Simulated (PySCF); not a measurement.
C2H6NSi2 (doublet state).
Cartesian coordinates in Å at the GFN2-xTB level; atoms count from 1:
```xyz
11
C2H6NSi2 angstrom
N      2.5939   -0.7212    1.3356
C      1.8930   -0.5611    0.4431
Si     0.7392   -0.2924   -0.9993
C     -0.6530    0.8393   -0.3640
Si    -1.6215    0.1681    1.1314
H      0.2326   -1.6121   -1.3838
H      1.5460    0.3163   -2.0606
H     -0.2263    1.8089   -0.1009
H     -1.3414    1.0261   -1.1898
H     -0.8223    0.0961    2.3454
H     -2.3347   -1.0654    0.8169
```

The hyperfine couplings belong to this conformer and change with its torsions.

The species is `N#C[SiH2]C[SiH2]` [radical].

The calculation used UKS B3LYP, pcH-1 on C H N Si, non-relativistic, mean-field spin-orbit, GIAO in PySCF 2.14.0. One conformer (not necessarily the lowest) at the GFN2-xTB geometry, without solvent, vibrations or thermal averaging. Couplings are sensitive to structure, and on GFN2-xTB geometries they can be far from those on DFT ones, by a factor of two or more for some ions and for spin on atoms past the first row. Stability of the SCF solution: not tested.

Question: The isotropic 13C couplings are +10.5, -0.8 MHz. Assign them to C2; C4.

Answer: 
```
site  a_iso (MHz)  ρ(0) (bohr⁻³)          position  distance from Si5 (Å)  spin population  largest |T| (MHz)
  C2         -0.8        -0.0007  3 bonds from Si5                   3.65             0.00                0.7
  C4        +10.5        +0.0093   1 bond from Si5                   1.90            -0.02                6.2
```

Question: Match the computed a_iso(29Si) values -443.8, -72.1 MHz with the sites Si3; Si5.

Answer: 
```tsv
site	a_iso (MHz)	ρ(0) (bohr⁻³)	position	distance from Si5 (Å)	spin population	largest |T| (MHz)
Si3	-72.1	+0.0812	2 bonds from Si5	3.21	+0.03	8.8
Si5	-443.8	+0.5006	largest spin population	0.00	+0.98	174.6
```

ρ(0) is the spin density at the nucleus and T the dipolar tensor; a_iso includes a spin–orbit part; entries for several nuclei are means. The largest Mulliken spin population is on Si5 (+0.98). The angles at Si5 add up to 339.3°, so it is pyramidal.

Class means assume fast exchange of nuclei equivalent by connectivity; if that motion is slow, each nucleus keeps its own coupling. The 1H value of +11.2 MHz is a mean of couplings from -1.4 to 23.8 MHz in this one geometry, not an average over conformers.
